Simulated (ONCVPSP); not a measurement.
# arsenic: one change to an ONCV potential, before and after

ONCVPSP 4.0.1 input, shortened (lines: element, Z, core and valence counts, functional; n l f; lmax; l rc ep ncon nbas qcut; lloc lpopt rc5 dvloc0; l nproj debl; icmod fcfact rcfact), LDA (Perdew-Wang 92), fully relativistic:

```
  As 33.00    5    3  -001012      upf
    1    0    2.00
    2    0    2.00
    2    1    6.00
    3    0    2.00
    3    1    6.00
    3    2   10.00
    4    0    2.00
    4    1    1.00
    2
    0    1.65    0.00    4    9    4.10
    1    1.70    0.00    4    7    4.70
    2    0.80    0.00    4    9   19.40
    4    4    0.65    3.00
    0    3    2.30
    1    2    1.70
    2    2    1.40
    0    0.00    0.00
```

Open shells are filled in proportion to 2j + 1.

In the d channel the program set the typed energies aside and used -2.276, 0.250 Ha (j = l + 1/2; the other j can differ).

Change: d: rc 1.02.

Cutoffs: the cutoffs (Ha) at which the residual kinetic energy of the hardest occupied pseudo-wave falls to 1 and 0.1 mHa per electron; they do not see the model core or the augmentation charge, which bear on the density cutoff. Errors are all-electron minus pseudo energies relative to the spin-unpolarised reference configuration.

How do hardness, ghosts and transferability respond?

The potential gets softer (153 Ha and 170 Ha → 126 Ha and 142 Ha); the errors of the 4 common tests hardly move; neither file shows a bound ghost. A larger radius leaves more room for a smooth pseudo-wave, so fewer plane waves are needed.

```csv
quantity,base,changed
"cutoff, loose",153 Ha,126 Ha
"cutoff, tight",170 Ha,142 Ha
loose cutoff by channel,"s 15 Ha, p 10 Ha, d 153 Ha","s 15 Ha, p 10 Ha, d 126 Ha"
bound ghosts,none,none
GHOST(+) flags under 300 eV,"s at 29.5 eV, p3/2 at 64.6 eV, p1/2 at 70.8 eV","s at 29.5 eV, p3/2 at 64.6 eV, p1/2 at 70.8 eV"
"error for 3d10 4s2 4p3, meV [ΔE -27.48 eV]",+4.6,+4.8
"error for 3d10 4s2 4p2, meV [ΔE -18.16 eV]",+2.0,+2.1
"error for 3d10 4s2 4p0, meV [ΔE 28.04 eV]",+5.1,+5.3
"error for 3d10 4s1 4p0, meV [ΔE 79.15 eV]",+34,+36
s: phases at 1.67 bohr within 0.05 rad from the reference energy up to (Ha; the scan ends near 5),to the end of the scan,to the end of the scan
p3/2: phases at 1.72 bohr within 0.05 rad from the reference energy up to (Ha; the scan ends near 5),2.3,2.3
p1/2: phases at 1.72 bohr within 0.05 rad from the reference energy up to (Ha; the scan ends near 5),2.5,2.5
```
